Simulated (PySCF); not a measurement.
# A ladder of Hamiltonians for Zr²⁸⁺ (zirconium, charge +28)

Occupied: 1s1/2, 2s1/2, 2p1/2, 2p3/2, 3s1/2. Hartree-Fock calculated with PySCF 2.14 in an uncontracted even-tempered set (20 s from 1.9 bohr⁻², ratio 2.3; 15 p from 2.2 bohr⁻², ratio 2.3), Gaussian nucleus throughout. NR is non-relativistic, sf-X2C the spin-free one-electron X2C Hamiltonian, X2C adds the bare one-electron spin-orbit term, X2C-SNSO screens it by Boettger's factors, DC is four-component Dirac-Coulomb, and the Gaunt term is added at first order (total energies over the DC spinors, levels after relaxing the spinors in that mean field). QED terms are absent. Levels marked empty are virtual spinors of this ion; the basis has s and p functions only, so 3d, which can lie below the n = 4 levels, is absent.

```json
{"Hamiltonian": "NR", "E (hartree)": "-2976.5484", "E − E(DC) (hartree)": "56.2183", "CPU seconds": "0.59"}
{"Hamiltonian": "sf-X2C", "E (hartree)": "-3031.7955", "E − E(DC) (hartree)": "0.9711", "CPU seconds": "0.33"}
{"Hamiltonian": "X2C", "E (hartree)": "-3032.1257", "E − E(DC) (hartree)": "0.6409", "CPU seconds": "0.43"}
{"Hamiltonian": "X2C-SNSO", "E (hartree)": "-3032.0929", "E − E(DC) (hartree)": "0.6738", "CPU seconds": "0.42"}
{"Hamiltonian": "DC", "E (hartree)": "-3032.7666", "E − E(DC) (hartree)": "0.0000", "CPU seconds": "32"}
{"Hamiltonian": "DC+Gaunt", "E (hartree)": "-3030.7757", "E − E(DC) (hartree)": "1.9909", "CPU seconds": "48"}
```

```csv
level (eV),NR,sf-X2C,X2C,X2C-SNSO,DC,DC+Gaunt
1s1/2,-19131.1,-19532.2,-19531.6,-19531.7,-19544.1,-19511.8
2s1/2,-3830.5,-3934.0,-3933.9,-3933.9,-3935.3,-3932.3
2p1/2,-3627.9,-3658.5,-3723.1,-3719.7,-3720.2,-3714.9
2p3/2,-3627.9,-3658.5,-3628.3,-3629.8,-3630.7,-3627.0
3s1/2,-1490.5,-1520.2,-1520.1,-1520.1,-1520.4,-1519.7
3p1/2 (empty),-1378.4,-1389.6,-1404.5,-1403.7,-1403.8,-1402.6
3p3/2 (empty),-1378.4,-1389.6,-1382.6,-1383.0,-1383.2,-1382.3
4s1/2 (empty),-764.15,-775.84,-775.84,-775.84,-775.95,-775.67
```

```csv
interval (eV),sf-X2C,X2C,X2C-SNSO,DC,DC+Gaunt
2p3/2 − 2p1/2,-1.547e-12,94.86,89.99,89.45,87.96
3p3/2 − 3p1/2,-1.883e-10,21.87,20.75,20.65,20.29
```

Weight of the small component: 1s1/2 0.0212, 2s1/2 0.00450, 2p1/2 0.00443, 2p3/2 0.00431, 3s1/2 0.00160, 3p1/2 0.00154, 3p3/2 0.00152, 4s1/2 0.000783.

Koopmans' value for the highest occupied level at DC+Gaunt: 1519.7 eV, against an ionisation energy of 1525.1 ± 2.2 eV (semi-empirical (NIST evaluation); NIST Atomic Spectra Database, ionization energies); the former lacks relaxation, correlation, QED and recoil.

The whole ladder took 90 s of wall time on 1 thread of Intel(R) Xeon(R) Platinum 8259CL CPU @ 2.50GHz (shared host), launched as `OMP_NUM_THREADS=1 python relrun2.py TASK.json OUT` (a driver that calls PySCF for each Hamiltonian).
